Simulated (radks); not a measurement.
The numbers below are computed, except where a source is named.
Kinetic energies: the exact non-interacting value of the Kohn-Sham orbitals and orbital-free approximations, as 100 (|E| - |E exact|)/|E exact|, negative where the magnitude is too small. Species: Kr [Kr]; Ar [Ar]. Level of theory: non-relativistic Kohn-Sham, exchange-only LDA, spin-polarised, spherical densities, point nucleus (a radial shooting solver on a logarithmic mesh with Libxc functionals). Every spin shell is full or empty, so the densities are truly spherical. Functionals are evaluated on that one density, not self-consistently.

functional            Kr       Ar
exact (hartree)  2746.87  524.517
Thomas-Fermi       -5.88    -7.07
von Weizsacker    -53.71   -41.66
LC94               +0.03    +0.14
revAPBEK           +0.32    +0.59
Perdew 92          -0.73    -0.57
Thakkar            -0.49    -0.12
Pearson            -1.07    -1.43
LKT               +21.73   +29.01
DePristo-Kress     -0.09    +0.06
